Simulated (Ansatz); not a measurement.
`[InH2][c]1ccccc1`, charge 0, multiplicity 1.

Task: Give a relaxed structure at PBE0-D4/def2-TZVP (Ansatz 0.2.0). (Estimate.)

Result: Ansatz gave: 
Z-matrix (Å, degrees):
```
In
C 1 2.138
H 1 1.726 2 118.7
H 1 1.726 2 118.7 3 179.9
C 2 1.397 1 121.1 3 0.1
C 2 1.397 1 121.0 3 -179.9
C 5 1.388 2 121.2 1 -180.0
H 5 1.086 2 120.0 1 -0.0
C 6 1.388 2 121.2 1 -180.0
H 6 1.086 2 120.0 1 -0.0
C 7 1.387 5 119.9 2 -0.0
H 7 1.085 5 120.0 2 180.0
H 9 1.085 6 120.0 2 180.0
H 11 1.084 7 120.1 5 -180.0
```
Point group C2v.
This is one stationary point; other conformers may exist.
